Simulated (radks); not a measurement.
The magnesium ion Mg2+ inside a hard spherical wall (all orbitals vanish at R), configuration held at [Ne] and not refilled when levels cross. All-electron calculation, scalar-relativistic Kohn-Sham, LDA (Slater exchange, Perdew-Wang correlation), spin-polarised, spherical densities, finite nucleus; Fermi nuclear charge, rms radius 3.057 fm. Program: a radial shooting solver on a logarithmic mesh with Libxc functionals. Eigenvalues in eV for spin up, with the zero of energy where the potential of the charges vanishes at infinity; a dash marks a level that is unbound or too diffuse for the functional's potential to be trusted. A positive occupied level is held by the wall or, in an anion where self-interaction has pushed it up, behind a barrier. The pressure on the wall is -dE/dV.

| R (bohr) | E (hartree) | kinetic (hartree) | e(1s) | e(2s) | e(2p) | e(3s, empty) | e(3p, empty) | pressure (GPa) |
|---|---|---|---|---|---|---|---|---|
| free | -198.60683 | 198.630 | -1274.0 | -99.458 | -66.838 | -17.925 | -12.603 | 0 |
| 20 | -198.60683 | 198.630 | -1274.0 | -99.458 | -66.838 | -17.925 | -12.603 | < 0.0001 |
| 8 | -198.60683 | 198.630 | -1274.0 | -99.458 | -66.838 | -17.922 | -12.575 | < 0.0001 |
| 7 | -198.60683 | 198.630 | -1274.0 | -99.458 | -66.838 | -17.906 | -12.499 | < 0.0001 |
| 6 | -198.60683 | 198.630 | -1274.0 | -99.458 | -66.838 | -17.823 | -12.239 | < 0.0001 |
| 4 | -198.60673 | 198.631 | -1274.0 | -99.453 | -66.833 | -15.682 | -8.642 | 0.0615 |
| 3 | -198.60124 | 198.690 | -1273.7 | -99.284 | -66.640 | -7.673 | 1.296 | 5.71 |
| 2.5 | -198.56751 | 198.970 | -1272.6 | -98.570 | -65.817 | 5.168 | 15.209 | 57.1 |
| 2 | -198.33557 | 200.447 | -1267.5 | -95.261 | -62.021 | 38.303 | 47.803 | 613 |
| 1.5 | -196.71385 | 207.892 | -1246.2 | -79.977 | -45.361 | 138.04 | 137.32 | 7750 |
